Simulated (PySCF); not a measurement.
## Bi (bismuth, neutral) across methods

[Xe] 4f14 5d10 6s2 6p3, high-spin 4S determinant. Computed with PySCF 2.14 in aug-cc-pVTZ-PP with one added diffuse shell each of d, f type with ECP60MDF (6s5p5d3f, 67 functions), with scalar relativity through the core potential.

```json
{"method": "PW91", "E (hartree)": "-214.7207", "mean ε 6s α (eV)": "-14.954", "mean ε 6s β (eV)": "-13.388", "mean ε 6p α (eV)": "-5.239", "Σ⟨r²⟩ (bohr²)": "67.76", "⟨S²⟩": "3.751"}
{"method": "r2SCAN", "E (hartree)": "-214.7178", "mean ε 6s α (eV)": "-15.557", "mean ε 6s β (eV)": "-13.296", "mean ε 6p α (eV)": "-5.554", "Σ⟨r²⟩ (bohr²)": "67.05", "⟨S²⟩": "3.754"}
{"method": "PBE", "E (hartree)": "-214.6370", "mean ε 6s α (eV)": "-14.895", "mean ε 6s β (eV)": "-13.318", "mean ε 6p α (eV)": "-5.194", "Σ⟨r²⟩ (bohr²)": "67.78", "⟨S²⟩": "3.751"}
{"method": "MN15", "E (hartree)": "-214.1885", "mean ε 6s α (eV)": "-17.908", "mean ε 6s β (eV)": "-15.452", "mean ε 6p α (eV)": "-6.725", "Σ⟨r²⟩ (bohr²)": "67.11", "⟨S²⟩": "3.752"}
{"method": "B97-3", "E (hartree)": "-214.6455", "mean ε 6s α (eV)": "-16.691", "mean ε 6s β (eV)": "-14.196", "mean ε 6p α (eV)": "-6.086", "Σ⟨r²⟩ (bohr²)": "67.14", "⟨S²⟩": "3.753"}
{"method": "PBE0", "E (hartree)": "-214.6178", "mean ε 6s α (eV)": "-16.699", "mean ε 6s β (eV)": "-14.206", "mean ε 6p α (eV)": "-6.204", "Σ⟨r²⟩ (bohr²)": "67.31", "⟨S²⟩": "3.752"}
{"method": "LDA", "E (hartree)": "-214.3240", "mean ε 6s α (eV)": "-15.117", "mean ε 6s β (eV)": "-13.779", "mean ε 6p α (eV)": "-5.280", "Σ⟨r²⟩ (bohr²)": "67.68", "⟨S²⟩": "3.751"}
{"method": "wB97M-V", "E (hartree)": "-214.5471", "mean ε 6s α (eV)": "-19.331", "mean ε 6s β (eV)": "-16.408", "mean ε 6p α (eV)": "-8.195", "Σ⟨r²⟩ (bohr²)": "67.51", "⟨S²⟩": "3.753"}
```

(1) Estimate the same row for UHF.

Energies and moments cover only the electrons outside the core potential. Spin-orbit coupling, which splits the p, d and f shells strongly at this Z, is absent. Spin-orbit coupling is strong in this species (close to jj coupling), so the high-spin LS determinant is a model state, not a physical level.

Results:

(1) E (hartree) = -213.59430; mean ε 6s α (eV) = -21.220; mean ε 6s β (eV) = -15.704; mean ε 6p α (eV) = -8.682; Σ⟨r²⟩ (bohr²) = 67.84; ⟨S²⟩ = 3.756.
